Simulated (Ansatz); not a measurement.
This geometry of BH4SSe (7 atoms, charge 1, multiplicity 1) is a first-order saddle point.

Level of theory: Ansatz 0.2.0, RKS r2SCAN-D4/def2-SVP.

```xyz
7
Properties=species:S:1:pos:R:3
B -1.458 0.452 -0.661
Se -0.866 -0.572 0.826
S 1.404 -0.465 0.678
H -2.667 0.437 -0.642
H -0.760 1.007 -1.458
H 2.172 0.486 1.255
H 2.176 -1.345 0.001
```

Q: Which two structures does it join? (They come from a converged band through this point; their orientation in space is the band's.)

A: No bond is made or broken. The height of S3 over the plane of its neighbours goes from 0.78 to -0.77 Å.

Image 0:

```xyz
7
Properties=species:S:1:pos:R:3
B -1.462 0.465 -0.669
Se -0.663 -0.531 0.741
S 1.569 -0.172 0.211
H -2.660 0.403 -0.573
H -0.843 1.053 -1.508
H 2.025 0.227 1.434
H 2.035 -1.446 0.363
```

Image 8:

```xyz
7
Properties=species:S:1:pos:R:3
B -1.252 0.400 -0.554
Se -0.843 -0.697 0.938
S 1.494 -0.640 1.047
H -2.450 0.437 -0.688
H -0.454 0.966 -1.245
H 1.712 0.658 0.694
H 1.794 -1.125 -0.191
```

Q: How far does it lie above each of them?

A: 1.01 eV above the first and 0.91 eV above the second. This is the barrier of this one path; another mechanism may lie lower.

Run time: 2.8 min on 2 threads of Intel(R) Xeon(R) Platinum 8175M CPU @ 2.50GHz (Skylake/Cascade Lake), on a shared host, peak memory 0.17 GiB.
